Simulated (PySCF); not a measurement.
TcOF₂: from structure and modes to constants

Method: PySCF, UPBE0, basis Tc def2-SVP with ECP28, O def2-SVP, F def2-SVP (scalar-relativistic core potentials, no spin–orbit coupling, density fitting).

The quartet minimum has C2v symmetry. Masses (u): Tc 98.90722, O 15.99492, F 18.99840.

```xyz
4
charge 0 multiplicity 4, angstrom
Tc    0.0000    0.0000    0.0188
O     0.0000    0.0000    1.6838
F     1.6748    0.0000   -0.7598
F    -1.6748    0.0000   -0.7598
```

Harmonic wavenumbers (cm⁻¹): 165.1 (b1, ×1), 171.3 (a1, ×1), 250.8 (b2, ×1), 668.3 (a1, ×1), 724.5 (b2, ×1), 1051.1 (a1, ×1).

What is the harmonic zero-point energy?

Half the sum of all 6 wavenumbers, 3031/2 = 1516 cm⁻¹, which is 18.1 kJ/mol (1 cm⁻¹ = 0.0119627 kJ/mol).

Find the vibrational entropy and heat capacity at 298.15 K.

With u = 1.43878 ω/T, each mode gives S = R[u/(eᵘ−1) − ln(1−e⁻ᵘ)] and C = R u² eᵘ/(eᵘ−1)².
```csv
ω (cm⁻¹),u,S (J/(mol K)),C (J/(mol K))
165.1,0.797,10.42,7.89
171.3,0.827,10.13,7.86
250.8,1.210,7.22,7.37
668.3,3.225,1.45,3.73
724.5,3.496,1.16,3.28
1051.1,5.072,0.32,1.36
```
The sums over all modes are S = 30.7 and C = 31.5 J/(mol K); the softest mode gives 34 % of the entropy.

Give the standard entropy (298.15 K, 1 bar) by its translational, rotational, vibrational and spin parts, and Cp.

Sackur–Tetrode with M = 152.90 u gives 171.6; rotation with symmetry number 2 gives 101.1; vibration 30.7; spin R ln 4 = 11.5. The total is 314.9 J/(mol K), and Cp = 4 R + 31.5 = 64.7 J/(mol K).

Only a few start shapes were tried, so a lower isomer may exist. Open d and f shells are described by one determinant, and the ground state may have another occupation or spin.
